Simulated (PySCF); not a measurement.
PySCF 2.14.0 with density-fitted response routines calculation with GFN2-xTB geometry and GIAO PBE0/pcSseg-1 shieldings; non-relativistic, single conformer, no solvent, rapidly exchanging positions averaged.

Chemical shifts δ = σref − σ; ¹H and ¹³C vs TMS, all at this level. Shifts are as computed. Against solution values, carbons near 30 ppm lie about +3 ppm off and those near 130 ppm about +5 ppm. Of 1211 compounds with measured shifts, 218 miss one by over three times the rms of a fit or turn the order of signals round; such compounds aren't used in these exercises.

**Question.** Order these molecules by the shift of their most shielded carbon-bound hydrogen, lowest δ first.
A. C[Si]1(C)CC[PH](=O)CC1
B. Cc1cpccc1C1CC1
C. COC1=CC(F)=C(F)[P@@H]1=O
D. COC1CCP([SiH3])CC1
E. C=COC(C)=O

**Answer.** A (-0.13 ppm, hydrogen on a methyl carbon bonded to Si), B (0.56 ppm, hydrogen on a three-membered-ring carbon), D (1.30 ppm, hydrogen on an sp3 CH2 bonded to P), E (2.14 ppm, hydrogen on a methyl carbon α to a carbonyl), C (4.22 ppm, hydrogen on a methyl carbon bonded to O).

**Question.** Order these molecules by the shift of their most shielded carbon, lowest δ first.
A. C=COC(C)=O
B. COC1CCP([SiH3])CC1
C. COC1=CC(F)=C(F)[P@@H]1=O
D. Cc1cpccc1C1CC1
E. C[Si]1(C)CC[PH](=O)CC1

**Answer.** E (-5.2 ppm, methyl carbon bonded to Si), D (8.6 ppm, three-membered-ring carbon), B (18.8 ppm, sp3 CH2 bonded to P), A (23.2 ppm, methyl carbon α to a carbonyl), C (62.7 ppm, methyl carbon bonded to O).

**Question.** How many ¹³C and ¹H signals does each give (equivalence by symmetry and fast rotation, but not about amide C–N or C=N bonds)? `C[Si]1(C)CC[PH](=O)CC1`, `COC1=CC(F)=C(F)[P@@H]1=O`, `C=COC(C)=O`, `Cc1cpccc1C1CC1`, `COC1CCP([SiH3])CC1`

**Answer.** C[Si]1(C)CC[PH](=O)CC1: 4 C, 7 H; COC1=CC(F)=C(F)[P@@H]1=O: 5 C, 3 H; C=COC(C)=O: 4 C, 4 H; Cc1cpccc1C1CC1: 8 C, 7 H; COC1CCP([SiH3])CC1: 4 C, 7 H.
